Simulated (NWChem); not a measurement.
A series in which one site is exchanged, each optimised at PBE0/def2-SVP with NWChem, gas phase unless a solvent is named. Some are not confirmed as minima by frequencies. def2 effective core potentials on Te, I; no spin-orbit coupling.

A: [SiH3][Te]Cl (SiH₃TeCl; site = Cl)
B: [SiH3][Te]I (SiH₃TeI; site = I)
C: [SiH3][Te]Br (SiH3TeBr; site = Br)
D: [SiH3][TeH] (SiH4Te; site = H)

Values for A:

```
Quantity                                                  Result
--------------------------------------------------------  ------
orbital gap (eV), PBE0/def2-SVP                             3.85
vertical ionisation energy, ΔSCF, PBE/def2-SVP (eV)         8.38
static polarisability, CAM-B3LYP/def2-SVPD (bohr³)          85.6
lowest singlet excitation, CAM-B3LYP/def2-SVPD, TDA (eV)    2.33
```

Question: How do these values change for the other members?

Answer: 
| change from A | B | C | D |
|---|---|---|---|
| orbital gap (eV), PBE0/def2-SVP | -0.43 | -0.17 | +2.01 |
| vertical ionisation energy, ΔSCF, PBE/def2-SVP (eV) | -0.30 | -0.11 | +0.18 |
| static polarisability, CAM-B3LYP/def2-SVPD (bohr³) | +22.9 | +8.4 | -12.4 |
| lowest singlet excitation, CAM-B3LYP/def2-SVPD, TDA (eV) | -0.21 | -0.08 | +1.88 |
